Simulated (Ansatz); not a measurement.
`O[SiH2]C[AsH2]` + `CO[SiH]([SiH3])S` → `[SiH3][SiH](S)[AsH2]` + `COC[SiH2]O`  (redistribution)

Program: Ansatz. Geometries: PBE0-D4/def2-TZVP. ΔE: electronic, gas phase. CCSD(T)/CBS is the MP2 limit (def2-TZVPP, def2-QZVPP) plus CCSD(T) − MP2 in def2-TZVPP, frozen cores. Functionals use def2-TZVPP. B3LYP here is the variant with VWN-RPA as its local correlation; programs differ in this. For As outer-core shells are correlated without core-valence functions, which leaves a few kJ/mol of doubt a bond. Scalar relativity is left out up to krypton. Each species was taken in one conformer, which may not be the lowest.

`O[SiH2]C[AsH2]`:

```xyz
11

O     1.184   -0.216    2.099
Si    0.133    0.271    0.922
C     0.386   -0.572   -0.718
As   -0.825    0.147   -2.111
H     1.043   -1.075    2.498
H     0.373    1.725    0.764
H    -1.274    0.023    1.347
H     1.407   -0.441   -1.086
H     0.195   -1.647   -0.663
H    -0.545    1.618   -1.816
H    -2.077    0.168   -1.237
```

`CO[SiH]([SiH3])S`:

Z-matrix (Å, degrees):
```
C
O 1 1.412
H 1 1.091 2 108.1
H 1 1.096 2 111.2 3 -119.3
H 1 1.094 2 111.1 3 119.5
Si 2 1.641 1 123.5 3 178.7
S 6 2.142 2 113.4 1 58.5
Si 6 2.334 2 106.2 1 -179.9
H 6 1.490 2 110.6 1 -55.1
H 7 1.344 6 94.9 2 70.3
H 8 1.487 6 109.2 2 172.2
H 8 1.487 6 111.7 2 51.3
H 8 1.488 6 108.8 2 -69.2
```

`[SiH3][SiH](S)[AsH2]`:

Z-matrix (Å, degrees):
```
Si
Si 1 2.335
H 1 1.487 2 108.3
H 1 1.488 2 112.0 3 120.4
H 1 1.487 2 109.0 3 -118.6
S 2 2.145 1 106.4 3 -179.2
As 2 2.368 1 113.0 3 60.9
H 2 1.490 1 110.8 3 -58.8
H 6 1.345 2 95.3 1 -177.1
H 7 1.522 2 92.3 1 39.4
H 7 1.524 2 92.3 1 -53.3
```

`COC[SiH2]O`:

```xyz
13

C    -0.362   -1.711    0.352
O    -1.121   -0.545    0.164
C    -0.499    0.611    0.712
Si    0.852    1.257   -0.456
O     0.275    1.043   -1.984
H     0.626   -1.645   -0.124
H    -0.215   -1.919    1.420
H    -0.915   -2.535   -0.098
H    -1.283    1.370    0.792
H    -0.137    0.417    1.732
H     2.140    0.530   -0.279
H     1.100    2.701   -0.211
H    -0.461    0.425   -2.022
```

Question: Is it downhill or uphill in electronic energy at CCSD(T)/CBS, and by how much? (An estimate is asked.)

Answer: Computed: Uphill: ΔE = +139.6 kJ/mol.

Question: What do these levels give: PBE-D4, r2SCAN-D4, PBE0-D4, r2SCAN, B3LYP, HF/def2-TZVPP, MP2/def2-TZVPP, CCSD/def2-TZVPP, HF/def2-QZVPP, MP2/def2-QZVPP, HF/CBS(def2), CCSD/CBS(def2)? (Best estimate.)

Answer: Ansatz gave: PBE-D4 118.4, r2SCAN-D4 131.4, PBE0-D4 124.1, r2SCAN 131.7, B3LYP 135.1, HF/def2-TZVPP 148.7, MP2/def2-TZVPP 148.3, CCSD/def2-TZVPP 142.7, HF/def2-QZVPP 150.6, MP2/def2-QZVPP 148.3, HF/CBS(def2) 150.9, CCSD/CBS(def2) 141.5 kJ/mol.

Largest T1 diagnostic among the species: 0.012.

From PBE to PBE0 (25 % exact exchange), in def2-TZVPP and without D4, ΔE moves by +5.7 kJ/mol.
